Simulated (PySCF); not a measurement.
TeF₃ at several levels of theory

All levels use the PBE0 minimum (doublet; Te–F 1.859 Å, Te–F 1.940 Å (×2); F–Te–F 84.0° (×2), F–Te–F 168.0°), basis [Te def2-TZVP with ECP28, F def2-TZVP], scalar-relativistic core potentials, density fitting, no spin–orbit coupling, PySCF. For vertical energies the ionised species is a singlet (spins chosen at PBE0 and kept) and the electron-attached one a singlet. Atomisation goes to high-spin ground-configuration atoms, without zero-point energy. Open shells are unrestricted, also as the reference of the correlated levels. A dash marks a value that was not computed or is not defined at that level.

```tsv
level	atomisation (kJ/mol)	vertical IP (eV)	vertical EA (eV)	−ε(HOMO) (eV)	dipole (D)
PBE0	1034	10.63	2.44	8.10	2.39
HF	503	11.08	2.01	11.83	2.75
MP2	1061	10.44	2.50	–	–
PBE	?	?	?	?	?
r2SCAN	1079	10.46	2.31	7.05	2.26
B3LYP	?	?	?	?	?
TPSSh	1060	10.39	2.34	7.33	2.28
HSE06	1036	10.61	2.46	7.68	2.40
r2SCANh	1037	10.65	2.40	7.62	2.33
```

(1) Fill in the row of PBE.

(2) Fill in the row of B3LYP.

## Answers

(1) atomisation (kJ/mol) 1157, vertical IP (eV) 10.07, vertical EA (eV) 2.16, −ε(HOMO) (eV) 6.56, dipole (D) 2.20.

(2) atomisation (kJ/mol) 1044, vertical IP (eV) 10.57, vertical EA (eV) 2.50, −ε(HOMO) (eV) 7.78, dipole (D) 2.44.

Without diffuse functions attachment energies tend to come out too low.

Spin–orbit coupling, left out here, can matter for elements this heavy.
